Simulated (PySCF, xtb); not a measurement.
CH7F2NSi2, SMILES CN([SiH2]F)[SiH2]F. Other conformers were not sampled.

Harmonic wavenumbers (cm⁻¹) from GFN2-xTB in xtb 6.7.1 at its own minimum, in rising order: 21, 43, 117, 141, 186, 221, 283, 341, 528, 535, 575, 587, 621, 725, 737, 753, 775, 805, 821, 965, 1099, 1151, 1185, 1429, 1494, 1500, 2306, 2352, 2379, 2396, 2943, 2998, 3019.

Q: What does r2SCAN-D4/def2-SVP (PySCF 2.14.0) give at its own minimum? (An estimate is asked for; the answer gives what the named calculation found.)

A: 49, 53, 87, 122, 217, 237, 269, 402, 570, 622, 713, 767, 790, 857, 864, 915, 949, 953, 972, 975, 1123, 1137, 1209, 1442, 1474, 1481, 2255, 2259, 2274, 2287, 3014, 3105, 3119. Paired by order, the mean absolute difference is 75 cm⁻¹ and the zero-point energies are 51.5 and 53.7 kcal/mol.
